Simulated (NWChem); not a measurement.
System meant: C₂H₈BNO; SMILES CN(C)BO

Here is an NWChem input.

```
start job
memory heap 200 mb stack 900 mb global 1100 mb
geometry units angstroms noautoz
  B     -0.694664    -0.873071    -0.000311
  H     -1.903933    -0.915170    -0.000865
  O     -0.041907    -2.071034    -0.000282
  H      0.917223    -2.000101     0.000637
  N     -0.062654     0.392796     0.000192
  C      1.360524     0.599232     0.000177
  C     -0.827612     1.613993     0.001338
  H      1.692181     1.166848    -0.889307
  H      1.693111     1.162627     0.892022
  H      1.907556    -0.355550    -0.002492
  H     -0.609208     2.231401     0.893054
  H     -0.607504     2.234010    -0.888123
  H     -1.900842     1.382993     0.000026
end
basis spherical
  * library def2-svp
end
dft
  odft
  mult 2
  xc pbe0
  iterations 150
  mulliken
end
task dft energy
```

End of the output:

```
 Summary of "ao basis" -> "ao basis" (spherical)
 ------------------------------------------------------------------------------
       Tag                 Description            Shells   Functions and Types
 ---------------- ------------------------------  ------  ---------------------
 B                          def2-svp                 6       14   3s2p1d
 H                          def2-svp                 3        5   2s1p
 O                          def2-svp                 6       14   3s2p1d
 N                          def2-svp                 6       14   3s2p1d
 C                          def2-svp                 6       14   3s2p1d

 Summary of "ao basis" -> "ao basis" (spherical)
 ------------------------------------------------------------------------------
       Tag                 Description            Shells   Functions and Types
 ---------------- ------------------------------  ------  ---------------------
 B                          def2-svp                 6       14   3s2p1d
 H                          def2-svp                 3        5   2s1p
 O                          def2-svp                 6       14   3s2p1d
 N                          def2-svp                 6       14   3s2p1d
 C                          def2-svp                 6       14   3s2p1d

      Symmetry analysis of basis
      --------------------------

        a'         76
        a"         34

  number of electrons :                   40
  multiplicity        :                    2
 ------------------------------------------------------------------------
  no. of electrons and multiplicity not compatible                  40
 ------------------------------------------------------------------------
 ------------------------------------------------------------------------
  current input line :
    28: task dft energy
 ------------------------------------------------------------------------
 ------------------------------------------------------------------------
 There is an error in the input file
 ------------------------------------------------------------------------
 For more information see the NWChem manual at https://nwchemgit.github.io

0: no. of electrons and multiplicity not compatible:Received an Error in Communication
```

Q: What is wrong, and how is it mended?

A: The input was rejected before any calculation. Cause: the multiplicity doesn't fit the number of electrons (an even count wants an odd multiplicity, and the reverse). This input runs:
```
start job
memory heap 200 mb stack 900 mb global 1100 mb
geometry units angstroms noautoz
  B     -0.694664    -0.873071    -0.000311
  H     -1.903933    -0.915170    -0.000865
  O     -0.041907    -2.071034    -0.000282
  H      0.917223    -2.000101     0.000637
  N     -0.062654     0.392796     0.000192
  C      1.360524     0.599232     0.000177
  C     -0.827612     1.613993     0.001338
  H      1.692181     1.166848    -0.889307
  H      1.693111     1.162627     0.892022
  H      1.907556    -0.355550    -0.002492
  H     -0.609208     2.231401     0.893054
  H     -0.607504     2.234010    -0.888123
  H     -1.900842     1.382993     0.000026
end
basis spherical
  * library def2-svp
end
dft
  xc pbe0
  iterations 150
  mulliken
end
task dft energy
```
It converges to -235.47941 Ha (PBE0/def2-SVP).
